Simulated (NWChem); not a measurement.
Molecule: CdHSeI; SMILES [Cd]([I])[SeH]

```xyz
4

Cd     0.1691     0.4504     0.0003
I     -0.2618    -2.1142    -0.0003
Se     0.5902     2.8731    -0.0011
H     -0.8552     3.1538    -0.0093
```
Atoms are numbered in this order, from 1.

Results from NWChem. The geometry was optimised at PBE0/def2-SVP. Not confirmed as a minimum by frequencies. def2 effective core potentials on Cd, I; no spin-orbit coupling. Ions are spin-unrestricted doublets at the neutral geometry; other ion states weren't tried.

Task: What does the run give for PBE/def2-SVP? Quantities: vertical ionisation energy, ΔSCF (eV); −ε(HOMO) (eV).

Result: The vertical ionisation energy, ΔSCF (eV) comes out as 8.67 and the −ε(HOMO) (eV) is 5.93.
